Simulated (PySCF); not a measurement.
C4H3BrClF. Atoms are numbered in the order given.

```xyz
10

C      0.1083    -2.7472     0.0000
C     -0.7099    -1.6913     0.0000
F     -2.0449    -1.8914     0.0000
C     -0.3662    -0.2641     0.0000
Br     1.4723     0.1924     0.0000
C     -1.3252     0.6810     0.0000
Cl    -1.0510     2.3762     0.0000
H      1.1876    -2.6135     0.0000
H     -0.3131    -3.7530     0.0000
H     -2.3755     0.3890     0.0000
```
Charge 0, spin multiplicity 1.

The structure is a stationary point at B3LYP-D3(BJ)/def2-SVP. The structure was generated by enumeration; whether it is a known compound was not checked. One conformer was computed; it need not be the lowest.

These are PySCF with PBE/pcSseg-1 values and carry that method's errors.

GIAO shieldings, no solvent; atoms listed in one row are averaged. δ = σ(ref) − σ: ¹³C against TMS (σ = 182.0 ppm); ¹⁹F against CFCl3 (σ = 133.6 ppm); ³⁵Cl against HCl (σ = 936.5 ppm); ¹H against TMS (σ = 31.49 ppm), references at their B3LYP-D3(BJ)/def2-TZVP geometries, non-relativistic (without spin–orbit terms, shifts of atoms bonded to Cl or Br come out too high).

Question: Estimate the chemical shifts. (An estimate is asked for; the answer gives what the named calculation found.)

Answer: 
```csv
nucleus,atoms,count,δ (ppm)
¹³C,C2,1,170.0
¹³C,C4,1,138.8
¹³C,C6,1,137.3
¹³C,C1,1,100.6
¹⁹F,F3,1,-127.0
³⁵Cl,Cl7,1,282.3
¹H,H10,1,7.21
¹H,H8,1,5.62
¹H,H9,1,5.36
```
